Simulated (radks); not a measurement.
Results of a calculation; reference values are marked as such.
Task: Mean orbital radii <r> (bohr) of neutral promethium, [Xe] 4f5 6s2, of relativity; Dirac values are averaged over j with weights 2j + 1. Spin-unpolarised spherical Kohn-Sham, PBE, point nucleus unless stated (finite: rms radius 4.962 fm), a radial shooting solver on a logarithmic mesh with Libxc functionals. A level marked "c x" has the speed of light scaled by that factor and shares open shells by 2j + 1; other Dirac levels either fill j = l - 1/2 first or share by 2j + 1.

| shell | non-rel. |
|---|---|
| 3s | 0.2760 |
| 3p | 0.2657 |
| 3d | 0.2370 |
| 4s | 0.6259 |
| 4p | 0.6429 |
| 4d | 0.6877 |
| 5s | 1.529 |
| 5p | 1.732 |
| 4f | 0.9868 |
| 6s | 4.619 |
| 5d (empty) | 3.115 |
| 6p (empty) | 6.077 |

Give the values at the level "Dirac, c x 1.25".

Result: 
shell       Dirac, c x 1.25  change of magnitude (%)
3s                   0.2660                    -3.61
3p                   0.2609                    -1.80
3d                   0.2365                    -0.22
4s                   0.6051                    -3.33
4p                   0.6329                    -1.56
4d                   0.6882                    +0.06
5s                    1.474                    -3.57
5p                    1.708                    -1.41
4f                    1.035                    +4.88
6s                    4.473                    -3.17
5d (empty)            3.254                    +4.44
6p (empty)            6.089                    +0.20
